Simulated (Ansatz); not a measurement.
`BC1=CB1` + H₂Se → `B[SeH]` + `B1C=C1` at 600 K and 1 bar (ligand exchange at a B–C bond).

Program: Ansatz. Geometries: PBE0-D4/def2-TZVP. ΔE: electronic, gas phase. CBS: MP2 limit from def2 TZ/QZ plus the TZ coupled-cluster correction, frozen cores. This one scheme is used for every species. For Se outer-core shells are correlated without core-valence functions, which leaves a few kJ/mol of doubt a bond. Scalar relativity is left out up to krypton.

```tsv
species	CCSD(T)/CBS energy (Eh)	H − E (kJ/mol)	S (J/(mol·K))
`BC1=CB1`	-128.02582	184.6	342.9
H₂Se	-2401.89790	57.0	244.8
`B[SeH]`	-2427.30556	106.0	301.0
`B1C=C1`	-102.63332	141.4	285.3
```

H − E and S are ideal-gas, rigid-rotor, harmonic terms from PBE0-D4/def2-TZVP. 1 Eh = 2625.50 kJ/mol, R = 8.31446 J/(mol·K).

Question: By hand: ΔE, ΔH, ΔS and ΔG.

Answer: ΔE = (-2427.30556) + (-102.63332) − (-128.02582) − (-2401.89790) = -0.01516 Eh = -39.8 kJ/mol. Δ(H − E) = 106.0 + 141.4 − 184.6 − 57.0 = 5.8, so ΔH = -34.0 kJ/mol. ΔS = 301.0 + 285.3 − 342.9 − 244.8 = -1.4 J/(mol·K). ΔG = -34.0 − 600 × (-1.4)/1000 = -33.2 kJ/mol.

Question: By hand: the equilibrium constant, and the temperature at which ΔG would vanish if ΔH and ΔS stayed fixed.

Answer: log₁₀ K = −ΔG/(RT ln 10) = 2.9. ΔG = 0 at ΔH/ΔS = 24286 K, far beyond where these terms or the molecules hold.

The number of gas molecules stays the same, so ΔS is small and ΔH decides. A doubt of 5 kJ/mol in ΔE shifts log₁₀ K by 0.4 here. These are equilibria of isolated gas molecules and say nothing of rates. Largest T1 diagnostic: 0.013 (customary marks: 0.02 for closed shells, 0.045 for open ones).
